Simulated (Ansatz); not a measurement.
Breaking a bond: BeH (cation, charge +1), singlet.

Levels: RKS-PBE = Ansatz (a program for electronic structure) with restricted PBE/cc-pVTZ; FCI = full CI/cc-pVTZ, frozen core run with Ansatz.

Energies relative to the lowest point of each curve near equilibrium, in kJ/mol:

```csv
R / Å,RKS-PBE
1.06,81.9
1.14,35.6
1.19,17.9
1.24,6.9
1.29,1.3
1.39,2.3
1.41,4.0
1.64,45.3
1.99,134.9
2.19,183.7
2.65,272.6
2.91,307.8
```

Q: Estimate the FCI values at these points.

A: 1.06: 77.8; 1.14: 32.4; 1.19: 15.4; 1.24: 5.3; 1.29: 0.6; 1.39: 3.5; 1.41: 5.5; 1.64: 50.4; 1.99: 139.3; 2.19: 183.2; 2.65: 251.3; 2.91: 272.3 (kJ/mol).

The restricted form behind RKS-PBE keeps the bonding electrons paired and can't separate into open-shell fragments.
